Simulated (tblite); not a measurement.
Species: C6H13Si (doublet state).
Geometry (GFN2-xTB, Å), atoms numbered from 1 in this order:
```xyz
20
C6H13Si angstrom
C      2.888    0.241   -0.844
Si     1.650   -0.243    0.419
C      0.463   -1.642   -0.158
C     -0.837   -0.927   -0.513
C     -1.072    0.181    0.513
C     -2.291    1.033    0.175
C      0.209    1.016    0.576
H      2.624    0.499   -1.855
H      3.940    0.286   -0.630
H      2.268   -0.551    1.715
H      0.291   -2.340    0.661
H      0.837   -2.221   -1.000
H     -1.679   -1.623   -0.541
H     -0.746   -0.475   -1.504
H     -1.232   -0.288    1.491
H     -3.193    0.423    0.155
H     -2.170    1.499   -0.801
H     -2.426    1.819    0.916
H      0.246    1.611    1.486
H      0.228    1.714   -0.262
```

All values are computed: GFN2-xTB (tblite) harmonic vibrations without scaling, gas phase. This tight-binding method is rough: wavenumbers can miss measured ones by several per cent, in bad cases by 10 to 20. Modes of hydrogen on silicon can be 10 to 20 % off. One conformer, not necessarily the lowest. Open shells enter through the occupations alone, without spin polarisation, and single modes of such species can be off by tens of per cent.

Harmonic wavenumbers (cm⁻¹): 69.8, 115.9, 146.4, 191.4, 217.1, 227.4, 300.2, 370.6, 432.0, 485.4, 515.6, 593.4, 611.7, 670.3, 728.4, 742.5, 747.7, 794.4, 866.3, 878.1, 926.7, 968.0, 1008.4, 1051.8, 1063.1, 1102.2, 1129.6, 1187.4, 1219.7, 1223.9, 1264.5, 1297.3, 1329.7, 1352.7, 1391.8, 1413.2, 1479.7, 1483.8, 1500.9, 1504.4, 1505.4, 2208.9, 2918.2, 2952.3, 2971.8, 2981.0, 2986.2, 3008.3, 3012.7, 3017.2, 3019.7, 3028.4, 3092.1, 3139.1.

A = 3939, B = 1444, C = 1240 MHz; mass 113.079 u (most abundant isotopes); point group C1, symmetry number 1; spin multiplicity 2.

Q: Zero-point energy?

A: Half the sum of the wavenumbers: 37222 cm⁻¹ = 106.42 kcal/mol.

Q: What is S at 298.15 K and 1 bar for an ideal gas of classical rigid rotors and harmonic oscillators?

A: Translation 40.11, rotation 28.21, vibration 24.26, spin (R ln 2) 1.38: S = 94.0 cal/(mol K).

Q: And Cp and H(298.15 K) − H(0)?

A: Cp = 37.46 cal/(mol K), of which vibrations give 29.51 (their classical limit is 54 R = 107.3); H(298.15 K) − H(0) = 6.49 kcal/mol without the zero-point energy, 4.12 from vibrations.

Q: What must be added to the electronic energy to get the Gibbs energy at 298.15 K and 1 bar?

A: ZPE + [H(298.15 K) − H(0)] − T·S = 106.42 + 6.49 − 28.01 = 84.90 kcal/mol.

Q: Blend soft modes into free rotors: weight 1/[1 + (100 cm⁻¹/ν̃)⁴] for the oscillator and the rest for a rotor with moment μB/(μ + B), μ = h/(8π²ν), B = 10⁻⁴⁴ kg m². What vibrational entropy results?

A: 23.31 cal/(mol K) in place of 24.26, which changes −T·S at 298.15 K by +0.28 kcal/mol.

Hindered rotation and anharmonicity are outside this model. Other conformers, if any are populated, would add a mixing term that is left out. The structure is chiral; the term R ln 2 for an equal mix with its mirror image is left out.

Hardware: one thread of an Arm Neoverse V2, no GPU, shared host with 96 logical CPUs at a one-minute load of 24. Cost: 0.62 s wall. This covers the Hessian and the dipole derivatives.
